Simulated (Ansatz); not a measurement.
Reaction (redistribution): `FB(F)[SiH3]` + `O[SiH2]O[SiH2]S` → `[SiH3][SiH2]O[SiH2]S` + `OB(F)F`

Isolated molecules relaxed with PBE0-D4/def2-TZVP in Ansatz; ΔE leaves out vibrations. CBS: MP2 limit from def2 TZ/QZ plus the TZ coupled-cluster correction, frozen cores. This one scheme is used for every species. One conformer a species, not always the lowest.

`FB(F)[SiH3]`:

Z-matrix (Å, degrees):
```
Si
B 1 2.035
H 1 1.484 2 111.0
H 1 1.488 2 108.5 3 -120.0
H 1 1.486 2 109.7 3 121.5
F 2 1.320 1 121.2 3 -168.2
F 2 1.319 1 122.6 3 12.6
```

`O[SiH2]O[SiH2]S`:

Cartesian coordinates in Å:
```
O 0.809 -1.727 -0.911
Si 1.119 -0.150 -1.212
O -0.067 0.823 -0.624
Si -0.869 1.089 0.768
S -0.982 -0.673 1.983
H 0.710 -1.973 0.013
H 2.396 0.275 -0.583
H 1.148 -0.002 -2.680
H -2.231 1.556 0.431
H -0.144 2.063 1.617
H -1.890 -1.280 1.200
```

`[SiH3][SiH2]O[SiH2]S`:

Z-matrix (Å, degrees):
```
Si
Si 1 2.346
H 1 1.488 2 110.8
H 1 1.488 2 110.6 3 120.5
H 1 1.489 2 109.2 3 -120.0
O 2 1.650 1 111.7 3 -59.7
H 2 1.488 1 109.9 3 62.2
H 2 1.486 1 110.4 3 -178.5
Si 6 1.632 2 139.2 1 46.6
S 9 2.131 6 112.6 2 36.6
H 9 1.482 6 110.5 2 -79.2
H 9 1.479 6 107.0 2 158.7
H 10 1.344 9 94.6 6 70.7
```

`OB(F)F`:

```xyz
5

O    -0.924    0.091   -0.414
B     0.309    0.197    0.114
F     0.865    1.385    0.228
F     0.995   -0.861    0.528
H    -1.246   -0.812   -0.456
```

```csv
species,CCSD(T)/CBS(def2) energy (Eh)
`FB(F)[SiH3]`,-515.36446
`O[SiH2]O[SiH2]S`,-1130.06628
`[SiH3][SiH2]O[SiH2]S`,-1345.10495
`OB(F)F`,-300.33752
```

Problem. Work out ΔE.

Solution. ΔE = (-1345.10495) + (-300.33752) − (-515.36446) − (-1130.06628) = -0.01173 Eh = -30.8 kJ/mol.

Largest T1 diagnostic among the species: 0.014.

The D4 term adds −4.1 kJ/mol with B3LYP and −2.7 kJ/mol with PBE0; it sums over pairs of atoms, weighted by their polarisabilities, and B3LYP, whose exchange is more repulsive, gets the larger term.

B3LYP here is the variant with VWN-RPA as its local correlation; programs differ in this.
